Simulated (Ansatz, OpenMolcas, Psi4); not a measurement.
## Exact exchange and the electronic atomisation energy of HOI (hypoiodous acid)

HOI: 3 atoms, total charge 0, spin state singlet. SMILES: `OI`. Geometry: relaxed at PBE0-D4/def2-TZVP.

The electronic atomisation energy y, in eV, basis def2-TZVPP with a core potential; a is the functional's share of exact exchange. Programs: Ansatz 0.2.0, OpenMolcas 26.06, Psi4 1.11.

| functional | program | a | y (eV) |
| --- | --- | --- | --- |
| revPBE | Psi4 | 0 | 6.98 |
| TPSS | OpenMolcas | 0 | 7.07 |
| TPSSh | Psi4 | 0.1 | 6.90 |
| B3LYP | Ansatz | 0.2 | ? |
| r2SCAN0 | Ansatz | 0.25 | 6.55 |
| PBE0 | Ansatz | 0.25 | 6.85 |
| BHLYP | Ansatz | 0.5 | 6.23 |

Q: Fit y = c + s·a to the known rows and predict B3LYP.

A: 
1. Means of the 6 rows: a = 0.1833, y = 6.763.
2. Σ(Δa)² = 0.18333, Σ(Δa·Δy) = -0.28467, so the slope is -0.28467/0.18333 = -1.5528.
3. Intercept: 6.763 − (-1.5528) × 0.1833 = 7.048. The largest residual of the fit is 0.19.
4. B3LYP: 7.048 + (-1.5528) × 0.2 = 6.74 eV.

The run gave 6.91 eV, so the prediction is off by -0.17 eV, within the largest residual. The rows mix families of semi-local functionals, which the line can't see. Spin-orbit coupling is left out.
